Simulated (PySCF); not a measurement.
Two-component Hartree-Fock for Pt⁴⁺ (platinum, charge +4)

Start: [Xe] 4f14 5d6; 5d3/2 filled at m_j = -3/2, -1/2, +1/2, +3/2; 5d5/2 filled at m_j = +3/2, +5/2. Calculated with PySCF 2.14 in x2c-SVPall-2c: generalised Hartree-Fock with the X2C-1e Hamiltonian and a Gaussian nucleus; one run each with spin-orbit coupling (SO) switched off, then screened by Boettger's factors.

| spinor shell | electrons | ε, spin-free (eV) | ε, screened SO (eV) | weight of nominal j (screened SO) | rms radius, screened SO (bohr) |
| --- | --- | --- | --- | --- | --- |
| 1s1/2 | 2 | -78880.0 | -78851.2 | 1.000 | 0.0194 |
| 2s1/2 | 2 | -14051.4 | -14042.2 | 1.000 | 0.0782 |
| 2p1/2 | 2 | -12195.7 | -13438.7 | 1.000 | 0.0663 |
| 2p3/2 | 4 | -12195.7 | -11703.7 | 1.000 | 0.0741 |
| 3s1/2 | 2 | -3408.7 | -3405.5 | 1.000 | 0.200 |
| 3p1/2 | 2 | -2859.5 | -3135.3 | 1.000 | 0.191 |
| 3p3/2 | 4 | -2859.5 | -2747.8 | 1.000 | 0.207 |
| 3d3/2 | 4 | -2254.5 | -2301.8 | 1.000 | 0.183 |
| 4s1/2 | 2 | -809.89 | -808.72 | 1.000 | 0.441 |
| 4p1/2 | 2 | -626.63 | -692.86 | 1.000 | 0.447 |
| 4p3/2 | 4 | -626.63 | -599.33 | 1.000 | 0.480 |
| 4d3/2 | 4 | -399.08 | -408.98 | 0.999 | 0.497 |
| 4d5/2 | 6 | -399.08 | -391.11 | 0.999 | 0.507 |
| 5s1/2 | 2 | -171.29 | -170.96 | 1.000 | 1.02 |
| 4f5/2 | 6 | -144.19 | -145.64 | 0.987 | 0.563 |
| 4f7/2 | 8 | -144.19 | -141.94 | 0.990 | 0.563 |
| 5p1/2 | 2 | -119.46 | -132.03 | 0.959 | 1.15 |
| 5p3/2 | 4 | -119.46 | -113.77 | 0.979 | 1.18 |
| 5d3/2 | 4 | -61.203 | -61.273 | 0.747 | 1.51 |
| 5d5/2 | 2 | -61.203 | -60.942 | 0.791 | 1.53 |

(1) Where does 3d5/2 lie, and what is the 3d spin-orbit splitting (screened SO)?

```csv
quantity,spin-free,screened SO
E (hartree),-18395.15300,-18421.93138
M_J,4,4
⟨J²⟩,20.007,20.035
⟨L²⟩,6.006,7.178
⟨S²⟩,6.002,5.476
```

Each row is a mean over spinors that exchange with the open shell spreads, by up to 9.362 eV (5p3/2).

Rows whose weight is well below 1 are mixtures of j = l ± 1/2: exchange outweighs spin-orbit coupling there, and the label is only the starting occupation.

Breit and QED terms are absent; they matter most for the inner s and p1/2 levels.

Densities and radii are taken from the X2C orbitals without a picture-change correction, which distorts them close to the nucleus.

Without spin-orbit coupling the j labels of p, d and f shells carry no meaning; the spin-free column gives the mean over the occupied spinors of each nl shell.

Results:

(1) At -2219.7 eV, 82.110 eV above 3d3/2.
